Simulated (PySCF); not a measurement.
Isomers of CH4OSi. Isolated molecules, 0 K electronic values unless said otherwise. One relaxed conformer stands for each flexible species; it need not be the lowest. Strings in code marks are SMILES.

The HOMO–LUMO gap from two functionals at the same geometries (B3LYP-D3(BJ)/def2-TZVP), both in PySCF: PBE-D3(BJ)/def2-TZVP and B3LYP-D3(BJ)/def2-TZVP. B3LYP has the VWN-RPA correlation part, as in Gaussian. 

```csv
species,B3LYP-D3(BJ)/def2-TZVP (eV)
`C1O[SiH2]1`,6.73
`C=[SiH]O` (C–Si–O–H torsion 0°),5.48
`O=[SiH]C`,5.91
`O=C[SiH3]`,5.03
`OC=[SiH2]` (H–O–C–Si torsion 164°),4.35
```

What does PBE-D3(BJ)/def2-TZVP give for each?


- `C1O[SiH2]1`: 5.09
- `C=[SiH]O` (C–Si–O–H torsion 0°): 4.02
- `O=[SiH]C`: 3.99
- `O=C[SiH3]`: 2.85
- `OC=[SiH2]` (H–O–C–Si torsion 164°): 2.99
Over these rows, drawn at random from the members with no instability flagged (it was tested for open shells, ions and some series alone), PBE minus B3LYP-D3(BJ): mean -1.71 eV, from -2.18 eV to -1.36 eV.
